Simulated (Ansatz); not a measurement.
Match the barriers

Saddle point of BH2ClO2F2, singlet (BClF₂ ([F][B]([F])[Cl]) + H₂O₂ ([OH][OH]) → BHO₂F₂ ([OH][O][B]([F])[F]) + HCl; bonds formed: Cl2–H5; dative contacts that become bonds: B1–O6; bonds broken: B1–Cl2, H5–O6), PBE0-D4/def2-TZVP structure:

B1  (-0.281, -0.845, 0.044)
Cl2  (0.669, -0.697, -1.943)
F3  (-1.581, -0.732, -0.107)
F4  (0.251, -1.907, 0.619)
H5  (0.868, 0.320, -0.832)
O6  (0.483, 0.419, 0.359)
O7  (-0.375, 1.542, 0.515)
H8  (-0.033, 1.900, 1.345)
(Å)

Computed with Ansatz 0.2.0 (basis: def2-TZVPP, with def2-QZVPP for the basis limit); correlated methods freeze the cores. Extrapolation: Hartree–Fock as exp(−7.88 √X), correlation as X^−2.97. Four methods, as single points on the PBE0-D4 structures, gave these electronic barriers from the start structure: 10.93, 17.35, 20.36, 28.19 kcal/mol.

Q: The methods were, in alphabetical order, CCSD(T), HF, PBE0-D4, SPW92. Which gave which? (Judge from chemistry; the calculation decides.)

A: Computed: SPW92 10.93; PBE0-D4 17.35; CCSD(T) 20.36; HF 28.19 kcal/mol. For comparison, CCSD(T) at an estimated basis limit (MP2 extrapolated from triple and quadruple zeta, plus CCSD(T) − MP2 in triple zeta) gives 20.37 kcal/mol.

T1 diagnostic: at most 0.013.

Labels in which every atom is bracketed show which atoms are joined, not bond orders.

For scale, one of the runs: CCSD(T)/def2-TZVPP, 225 basis functions, launched by `ansatz run in.yaml --threads 4 --pin off --events-out ev --progress --plain --max-ram 9574MiB`. Time: 2.6 min of wall clock on 4 CPU threads of an Arm Neoverse V1; the host was shared. Peak host memory: 4.1 GiB.
